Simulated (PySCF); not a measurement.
C2H5AlBrN, SMILES [Al]([NH2])([Br])[CH]=C.

Coordinates come from a ωB97X-D3(BJ)/def2-SVP optimisation. The structure was generated by enumeration; whether it is a known compound was not checked. Other conformers were not sampled.

Computed with IEF-PCM-M06-2X/def2-SVP (PySCF 2.14.0).

The values are the electrostatic part of the solvation free energy, E(continuum) − E(gas) at the gas-phase geometry, in a cavity of scaled van der Waals radii (PySCF's table); cavitation and dispersion terms are not included. A continuum can't describe solvent molecules that bind to the metal. In vacuum the orbital gap is 8.61 eV. The dipole moment in vacuum is 2.67 D.

```
solvent         ε  ΔG(elec) (kcal/mol)  dipole (D)  gap (eV)
----------  -----  -------------------  ----------  --------
water       78.36                 -5.3        3.40      8.61
chloroform   4.71                 -3.8        3.19      8.61
ethanol     24.85                 -5.1        3.37      8.61
```
